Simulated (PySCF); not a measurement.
CH6CdSi, SMILES [Cd]([SiH3])[CH3].

Geometry optimised at PBE0-D3(BJ)/def2-SVP. The structure was generated by enumeration; whether it is a known compound was not checked. The def2 effective core potentials stand for the cores of Cd; spin–orbit coupling is left out.

Two levels are set side by side: PBE/def2-TZVPD (PySCF) and ωB97X/def2-TZVPD (PySCF). Same geometry, gas phase. Differences are taken from unrounded values.

```csv
quantity,ωB97X
orbital gap (eV),9.84
highest occupied level (eV),-8.97
lowest empty level (eV),0.87
dipole moment (D),0.89
mean polarisability (bohr³),81.0
```

### Question
What does PBE give, and how far is it from ωB97X? (The exact figures need the calculation; the answer reports its results.)

### Answer

```
quantity                       PBE  PBE minus ωB97X
---------------------------  -----  ---------------
orbital gap (eV)              4.31            -5.53
highest occupied level (eV)  -5.82             3.14
lowest empty level (eV)      -1.51            -2.39
dipole moment (D)             0.95             0.05
mean polarisability (bohr³)   87.3              6.2
```

PBE's occupied levels lie high since its potential decays too fast outside the molecule; exact exchange lowers them and widens the gap. Loosely held outer electrons make PBE densities more polarisable. Differences between two approximate levels are no errors against the true value.

Rough cost on one machine, each run with all the roots and properties that it gave: ωB97X against PBE within a factor of 2.
